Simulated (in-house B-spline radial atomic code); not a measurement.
Inner levels of dysprosium as electrons are removed. A shift is the extra binding of the orbital against the neutral atom ([Xe] 4f5/2(6) 4f7/2(4) 6s2). The density at the nucleus is averaged over the nuclear charge. Computed with a radial B-spline atomic code at the basis-set limit: Dirac-Hartree-Fock, jj configuration that fills j = l - 1/2 first, finite nuclei.

A number in brackets counts the electrons of a j subshell.

```json
{"ion": "Dy47+", "configuration": "[Ar] 3d3/2(1)", "shift of 1s1/2 (eV)": "2997.77", "radius of 1s1/2 (bohr)": "0.021113", "Σ<r²> (bohr²)": "0.53186", "change of density at nucleus (bohr⁻³)": "-360.72"}
{"ion": "Dy48+", "configuration": "[Ne] 3s2 3p6", "shift of 1s1/2 (eV)": "3158.12", "radius of 1s1/2 (bohr)": "0.021113", "Σ<r²> (bohr²)": "0.48559", "change of density at nucleus (bohr⁻³)": "58.089"}
{"ion": "Dy49+", "configuration": "[Ne] 3s2 3p1/2(2) 3p3/2(3)", "shift of 1s1/2 (eV)": "3319.44", "radius of 1s1/2 (bohr)": "0.021111", "Σ<r²> (bohr²)": "0.42779", "change of density at nucleus (bohr⁻³)": "517.81"}
{"ion": "Dy50+", "configuration": "[Ne] 3s2 3p1/2(2) 3p3/2(2)", "shift of 1s1/2 (eV)": "3482.64", "radius of 1s1/2 (bohr)": "0.021108", "Σ<r²> (bohr²)": "0.37124", "change of density at nucleus (bohr⁻³)": "984.96"}
{"ion": "Dy51+", "configuration": "[Ne] 3s2 3p1/2(2) 3p3/2(1)", "shift of 1s1/2 (eV)": "?", "radius of 1s1/2 (bohr)": "?", "Σ<r²> (bohr²)": "?", "change of density at nucleus (bohr⁻³)": "?"}
{"ion": "Dy52+", "configuration": "[Ne] 3s2 3p1/2(2)", "shift of 1s1/2 (eV)": "3814.72", "radius of 1s1/2 (bohr)": "0.021103", "Σ<r²> (bohr²)": "0.26179", "change of density at nucleus (bohr⁻³)": "1941.71"}
{"ion": "Dy53+", "configuration": "[Ne] 3s2 3p1/2(1)", "shift of 1s1/2 (eV)": "3995.3", "radius of 1s1/2 (bohr)": "0.021099", "Σ<r²> (bohr²)": "0.21317", "change of density at nucleus (bohr⁻³)": "1944.79"}
{"ion": "Dy54+", "configuration": "[Ne] 3s2", "shift of 1s1/2 (eV)": "?", "radius of 1s1/2 (bohr)": "?", "Σ<r²> (bohr²)": "?", "change of density at nucleus (bohr⁻³)": "?"}
{"ion": "Dy55+", "configuration": "[Ne] 3s1", "shift of 1s1/2 (eV)": "4345.68", "radius of 1s1/2 (bohr)": "0.021094", "Σ<r²> (bohr²)": "0.11398", "change of density at nucleus (bohr⁻³)": "-8439.52"}
{"ion": "Dy56+", "configuration": "[He] 2s2 2p6", "shift of 1s1/2 (eV)": "4514.89", "radius of 1s1/2 (bohr)": "0.021093", "Σ<r²> (bohr²)": "0.063222", "change of density at nucleus (bohr⁻³)": "-19051.4"}
{"ion": "Dy57+", "configuration": "[He] 2s2 2p1/2(2) 2p3/2(3)", "shift of 1s1/2 (eV)": "4909.52", "radius of 1s1/2 (bohr)": "0.021081", "Σ<r²> (bohr²)": "0.054858", "change of density at nucleus (bohr⁻³)": "-17790.2"}
{"ion": "Dy58+", "configuration": "[He] 2s2 2p1/2(2) 2p3/2(2)", "shift of 1s1/2 (eV)": "5308.62", "radius of 1s1/2 (bohr)": "0.021068", "Σ<r²> (bohr²)": "0.046724", "change of density at nucleus (bohr⁻³)": "-16509.6"}
{"ion": "Dy59+", "configuration": "[He] 2s2 2p1/2(2) 2p3/2(1)", "shift of 1s1/2 (eV)": "5712.17", "radius of 1s1/2 (bohr)": "0.021055", "Σ<r²> (bohr²)": "0.038814", "change of density at nucleus (bohr⁻³)": "-15209.7"}
{"ion": "Dy60+", "configuration": "[He] 2s2 2p1/2(2)", "shift of 1s1/2 (eV)": "?", "radius of 1s1/2 (bohr)": "?", "Σ<r²> (bohr²)": "?", "change of density at nucleus (bohr⁻³)": "?"}
{"ion": "Dy61+", "configuration": "[He] 2s2 2p1/2(1)", "shift of 1s1/2 (eV)": "6577.7", "radius of 1s1/2 (bohr)": "0.021023", "Σ<r²> (bohr²)": "0.02462", "change of density at nucleus (bohr⁻³)": "-14249.8"}
{"ion": "Dy62+", "configuration": "[He] 2s2", "shift of 1s1/2 (eV)": "7040.85", "radius of 1s1/2 (bohr)": "0.021005", "Σ<r²> (bohr²)": "0.018317", "change of density at nucleus (bohr⁻³)": "-14658"}
{"ion": "Dy63+", "configuration": "[He] 2s1", "shift of 1s1/2 (eV)": "7428.97", "radius of 1s1/2 (bohr)": "0.021003", "Σ<r²> (bohr²)": "0.0096791", "change of density at nucleus (bohr⁻³)": "-56954.8"}
{"ion": "Dy64+", "configuration": "1s2", "shift of 1s1/2 (eV)": "7820.27", "radius of 1s1/2 (bohr)": "0.020993", "Σ<r²> (bohr²)": "0.0012023", "change of density at nucleus (bohr⁻³)": "-100137"}
{"ion": "Dy65+", "configuration": "1s1", "shift of 1s1/2 (eV)": "9049.66", "radius of 1s1/2 (bohr)": "0.020859", "Σ<r²> (bohr²)": "0.00059312", "change of density at nucleus (bohr⁻³)": "-391875"}
```

(1) Fill in the row of Dy51+.

(2) Fill in the row of Dy54+.

(3) Fill in the row of Dy60+.

Results:

(1) shift of 1s1/2 (eV): 3647.74; radius of 1s1/2 (bohr): 0.021106; Σ<r²> (bohr²): 0.31592; change of density at nucleus (bohr⁻³): 1459.59.

(2) shift of 1s1/2 (eV): 4178.06; radius of 1s1/2 (bohr): 0.021096; Σ<r²> (bohr²): 0.16565; change of density at nucleus (bohr⁻³): 1941.05.

(3) shift of 1s1/2 (eV): 6120.19; radius of 1s1/2 (bohr): 0.021042; Σ<r²> (bohr²): 0.03112; change of density at nucleus (bohr⁻³): -13890.4.
